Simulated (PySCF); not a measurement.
H2MgOSe (SMILES [OH][Mg][SeH]), singlet, geometry from GFN2-xTB (such geometries of metal compounds can be far from the true shape); CAMB3LYP/6-31G, polarisability run with PySCF.

Here is a job for PySCF.
```python
from pyscf import gto, scf, dft
from pyscf.prop import polarizability

mol = gto.M(
    atom='''
Mg    0.89902120   -0.75009780   -0.18099896
O     2.15563891   -1.84660381   -0.35303935
H     2.86421580   -2.46853817   -0.44391491
Se   -0.87419050    0.76397967    0.11770526
H    -1.17510445    0.26723355    1.43823832
''',
    basis='6-31g',
    verbose=4,
)

mf = dft.RKS(mol)
mf.xc = 'camb3lyp'
mf.kernel()
alpha = mf.Polarizability().polarizability()[2, 2]
print('alpha_zz =', alpha)
```

What does PySCF print? Leave out banner, timings and long lists.


```
site-packages/pyscf/prop/efg/rhf.py:45: UserWarning: Module EFG is under testing
  warnings.warn('Module EFG is under testing')
site-packages/pyscf/prop/efg/dhf.py:30: UserWarning: Module EFG is under testing
  warnings.warn('Module EFG is under testing')
site-packages/pyscf/prop/zfs/uhf.py:40: UserWarning: Module ZFS is under testing
  warnings.warn('Module ZFS is under testing')
site-packages/pyscf/prop/gtensor/uhf.py:43: UserWarning: Module g-tensor is under testing
  warnings.warn('Module g-tensor is under testing')
site-packages/pyscf/prop/gtensor/uks.py:41: UserWarning: Module g-tensor is under testing
  warnings.warn('Module g-tensor is under testing')
site-packages/pyscf/prop/hfc/uks.py:35: UserWarning: Module HFC is under testing
  warnings.warn('Module HFC is under testing')
site-packages/pyscf/prop/magnetizability/rhf.py:39: UserWarning: Module magnetizability is under testing
  warnings.warn('Module magnetizability is under testing')
site-packages/pyscf/prop/magnetizability/uhf.py:37: UserWarning: Module magnetizability is under testing
  warnings.warn('Module magnetizability is under testing')
site-packages/pyscf/prop/magnetizability/rks.py:37: UserWarning: Module magnetizability is under testing
  warnings.warn('Module magnetizability is under testing')
site-packages/pyscf/prop/magnetizability/uks.py:39: UserWarning: Module magnetizability is under testing
  warnings.warn('Module magnetizability is under testing')
site-packages/pyscf/prop/polarizability/uhf.py:34: UserWarning: Module polarizability is under testing
  warnings.warn('Module polarizability is under testing')
site-packages/pyscf/prop/polarizability/rks.py:29: UserWarning: Module polarizability is under testing
  warnings.warn('Module polarizability is under testing')
site-packages/pyscf/prop/polarizability/uks.py:29: UserWarning: Module polarizability is under testing
  warnings.warn('Module polarizability is under testing')
PySCF version 2.14.0

[INPUT] verbose = 4
[INPUT] num. atoms = 5
[INPUT] num. electrons = 56
[INPUT] charge = 0
[INPUT] spin (= nelec alpha-beta = 2S) = 0
[INPUT] symmetry False subgroup None
[INPUT] Mole.unit = angstrom
[INPUT] Symbol           X                Y                Z      unit          X                Y                Z       unit  Magmom
[...]
nuclear repulsion = 184.196523525546
number of shells = 27
number of NR pGTOs = 166
number of NR cGTOs = 53
basis = 6-31g
ecp = {}

******** <class 'pyscf.dft.rks.RKS'> ********
method = RKS
initial guess = minao
damping factor = 0
level_shift factor = 0
DIIS = <class 'pyscf.scf.diis.CDIIS'>
diis_start_cycle = 1
diis_space = 8
diis_damp = 0
SCF conv_tol = 1e-09
SCF conv_tol_grad = None
SCF max_cycles = 50
direct_scf = True
direct_scf_tol = 1e-13
XC library pyscf.dft.libxc version 7.1.2
    S. Lehtola, C. Steigemann, M. J. T. Oliveira, and M. A. L. Marques,  SoftwareX 7, 1–5 (2018)
XC functionals = camb3lyp
    T. Yanai, D. P. Tew, and N. C. Handy,  Chem. Phys. Lett. 393, 51 (2004)
radial grids:
    Treutler-Ahlrichs [JCP 102, 346 (1995); DOI:10.1063/1.469408] (M4) radial grids

becke partition: Becke, JCP 88, 2547 (1988); DOI:10.1063/1.454033
pruning grids: <function nwchem_prune>
grids dens level: 3
symmetrized grids: False
atomic radii adjust function: <function treutler_atomic_radii_adjust>
small_rho_cutoff = 0
Set gradient conv threshold to 3.16228e-05
Initial guess from minao.
tot grids = 72704
init E= -2677.02027260007
[...]
cycle= 1 E= -2677.65129718621  delta_E= -0.631  |g|= 0.881  |ddm|= 2.12
[...]
cycle= 2 E= -2677.43472440077  delta_E= 0.217  |g|= 1.38  |ddm|= 1.52
[...]
cycle= 3 E= -2677.81219830352  delta_E= -0.377  |g|= 0.0986  |ddm|= 0.869
[...]
cycle= 4 E= -2677.81439061025  delta_E= -0.00219  |g|= 0.0469  |ddm|= 0.17
[...]
cycle= 5 E= -2677.81474371551  delta_E= -0.000353  |g|= 0.00476  |ddm|= 0.0506
[...]
cycle= 6 E= -2677.81475522489  delta_E= -1.15e-05  |g|= 0.00123  |ddm|= 0.0121
[...]
cycle= 7 E= -2677.81475672173  delta_E= -1.5e-06  |g|= 0.000243  |ddm|= 0.00487
[...]
cycle= 8 E= -2677.81475679741  delta_E= -7.57e-08  |g|= 6.37e-05  |ddm|= 0.0012
[...]
cycle= 9 E= -2677.8147568001  delta_E= -2.69e-09  |g|= 7.26e-06  |ddm|= 0.000225
[...]
cycle= 10 E= -2677.81475680015  delta_E= -4.77e-11  |g|= 1.43e-06  |ddm|= 2.99e-05
[...]
Extra cycle  E= -2677.81475680016  delta_E= -1.14e-11  |g|= 1.28e-06  |ddm|= 3.73e-06
converged SCF energy = -2677.81475680016
Isotropic polarizability 41.2581328496
Polarizability anisotropy 13.3977953934
alpha_zz = 32.58379650966532
```
